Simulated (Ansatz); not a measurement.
One change: `CN[SiH](O)O` becomes `O[SiH](O)F`.

Ansatz, PBE0-D4/def2-TZVP geometries, multiplicity 1. Each molecule was computed in one conformer, which needn't be the lowest.

| property | `CN[SiH](O)O` |
| --- | --- |
| HOMO energy (ωB97M-V/def2-TZVPP) / eV | -9.39 |
| HOMO–LUMO gap (B3LYP/def2-TZVPP) / eV | 7.29 |
| HOMO–LUMO gap (ωB97M-V/def2-TZVPP) / eV | 11.71 |
| HOMO–LUMO gap (PBE0/def2-TZVPP) / eV | 7.89 |
| LUMO energy (PBE/def2-TZVPP) / eV | 0.01 |
| LUMO energy (PBE0/def2-TZVPP) / eV | 0.88 |

(1) Give the same properties after the change, and the shifts. (An estimate is asked.)

## Answers

(1) Ansatz gave: 
| property | `O[SiH](O)F` | shift |
| --- | --- | --- |
| HOMO energy (ωB97M-V/def2-TZVPP) / eV | -12.02 | -2.63 |
| HOMO–LUMO gap (B3LYP/def2-TZVPP) / eV | 9.67 | 2.38 |
| HOMO–LUMO gap (ωB97M-V/def2-TZVPP) / eV | 14.18 | 2.47 |
| HOMO–LUMO gap (PBE0/def2-TZVPP) / eV | 10.32 | 2.43 |
| LUMO energy (PBE/def2-TZVPP) / eV | -0.21 | -0.22 |
| LUMO energy (PBE0/def2-TZVPP) / eV | 0.70 | -0.18 |

With PBE0 the HOMO falls by 2.61 eV and the LUMO falls by 0.18 eV, so the gap widens by about 2.43 eV. PBE moves the HOMO by -2.35 eV and ωB97M-V by -2.63 eV.

B3LYP here is the variant with VWN-RPA as its local correlation; programs differ in this.
